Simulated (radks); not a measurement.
Values are calculated unless marked as measured or tabulated.
Task: All-electron atom: W3+ in [Xe] 4f14 5d3. Level of theory: scalar-relativistic Kohn-Sham, PBEsol, spin-polarised, spherical densities, finite nucleus; open shells are filled with parallel spins first (spin-orbit coupling, left out, can overturn this in heavy ions); Fermi nuclear charge, rms radius 5.3658 fm (a radial shooting solver on a logarithmic mesh with Libxc functionals). Some entries of the table are withheld. Estimate them.

orbital,occ.,eigenvalue (eV),<r^2> (bohr^2)
1s down,1,-69473.49,0.0004633
1s up,1,-69473.48,0.0004633
2s up,1,-12016.20,0.007125
2s down,1,-12016.04,0.007125
2p up,3,-10516.43,0.005893
2p down,3,-10516.30,0.005893
3s up,1,-2789.497,0.04626
3s down,1,-2789.451,0.04626
3p up,3,-2345.165,0.04701
3p down,3,-2345.113,0.04701
3d up,5,-1833.072,0.03899
3d down,5,-1832.972,0.03899
4s up,1,-598.1540,0.2283
4s down,1,-598.0233,0.2283
4p up,3,-452.3306,0.2601
4p down,3,-452.2067,0.2600
4d up,5,-267.3178,0.3033
4d down,5,-267.1669,0.3030
5s up,1,-108.5357,1.278
5s down,1,-107.1050,1.261
5p up,3,-72.6465,1.738
5p down,3,-70.7247,1.710
4f up,7,(1),(2)
4f down,7,(3),(4)
5d up,3,-32.1458,3.517
5d down,0,-29.6316,3.542

Result: 
(1) 4f up eigenvalue (eV): -62.3408
(2) 4f up <r^2> (bohr^2): 0.4651
(3) 4f down eigenvalue (eV): -62.0044
(4) 4f down <r^2> (bohr^2): 0.4570
